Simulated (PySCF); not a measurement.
# Ca: excitation energy

Ca [Ar] 4s2 (1S) → Ca [Ar] 3d2 (3F), as a difference of total energies. All numbers are calculated (PySCF 2.14, the non-relativistic Hamiltonian (point nucleus), in def2-QZVPPD). Correlated levels: valence: [Ar] frozen; valence and next inner shell: [Ne] frozen. The calculations carry no spin-orbit coupling.

```
                                method  excitation energy (cm⁻¹)
                                   UHF                     42864
                                   LDA                     33779
                                   PBE                     32185
                                r2SCAN                     31467
                                revPBE                     31469
                                  PW91                     31975
                         MP2 (valence)                     45708
                     SCS-MP2 (valence)                     47663
    MP2 (valence and next inner shell)                     44966
SCS-MP2 (valence and next inner shell)                     46987
```

Task: Estimate what PBE0 gives.

Result: 34869 cm⁻¹, closest to LDA among the rows shown.

Task: Estimate what wB97X gives.

Result: 39650 cm⁻¹, closest to UHF among the rows shown.
